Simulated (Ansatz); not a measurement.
SnTe₂⁻. The state is a doublet with charge -1. Geometry relaxed at PBE-D4/def2-SVPD.

Cartesian coordinates in Å:
```
Sn -0.453 0.417 -0.473
Te -0.976 0.662 2.156
Te 1.430 -1.079 -1.684
```

In the def2 sets Sn, Te take a core potential; there is no spin–orbit coupling. The structure comes from a short search, and lower isomers may exist.

Task: Estimate the harmonic wavenumbers at UKS PBE-D4/def2-SVPD (Ansatz, unscaled). Is this a minimum?

Result: 51, 161, 211 cm⁻¹. Yes, no mode is imaginary beyond noise. Zero-point energy 2.5 kJ/mol. It took 7.5 s on 4 threads of Arm Neoverse V2 on a shared host.
